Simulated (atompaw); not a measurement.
# Before and after: PAW (atompaw) potential for sulfur (S)

sulfur, PAW, made with atompaw 4.2.0.5 (PBE, non-relativistic). Core [Ne], reference 3s2 3p2 (charge +2). Waves: 3s (bound): rc 1.25 bohr; 3s channel at -2.4 Ry: rc 1.25 bohr; 3p (bound): rc 1.25 bohr; 3p channel at -0.8 Ry: rc 1.25 bohr. Local part: bessel scheme, radius 1.00 bohr. Core correction: smooth core density matched at 1.20 bohr. Augmentation charge: besselshape compensation charge, radius 0.90 bohr; PAW radius 1.25 bohr; waves and projectors: custom rrkj gramschmidtortho.

All-electron outer shells of the reference configuration (PBE, non-relativistic, ld1.x):

| shell | level (eV) | outermost node (bohr) | outermost maximum (bohr) |
| --- | --- | --- | --- |
| 3s | -39.26 | 0.60 | 1.37 |
| 3p | -27.99 | 0.58 | 1.50 |

Change: all radii scaled by about 0.80 (s 1.00, p 1.00 bohr); local potential bessel scheme, radius 0.80 bohr; augmentation besselshape compensation charge, radius 0.72 bohr; PAW radius 1.00 bohr; waves and projectors: custom rrkj gramschmidtortho; core correction smooth core density matched at 0.96 bohr.

Cutoffs: the cutoffs (Ry, on a coarse ladder) from which the occupation-weighted sum of valence levels, in a spherical-Bessel basis at the reference potential, stays within 10 and 1 mRy of its value at 400 Ry; they do not see the model core or the augmentation charge, which bear on the density cutoff.

Task: What does the change do?

Result: The potential gets harder (25 Ry and 50 Ry → 110 Ry and 180 Ry); a bound ghost appears in p, s, which as a rule spoils a file. A smaller radius makes the pseudo-wave follow the all-electron one further in, where it bends more sharply, so more plane waves are needed.

```csv
quantity,base,changed
"cutoff, loose",25 Ry,110 Ry
"cutoff, tight",50 Ry,180 Ry
loose cutoff by channel (10 mRy a level),"s 21 Ry, p 12 Ry","s 100 Ry, p 50 Ry"
bound ghosts,none,"s, p"
lowest overlap eigenvalue by channel,"s 0.54, p 0.75","s 0.09, p 0.81"
```

 A true bound ghost makes a file unfit for plane-wave use even where its test errors are small: the radial tests pick states by their node count and pass the ghost by. The cutoffs see the waves, projectors and local potential, not the compensation charge or the core.
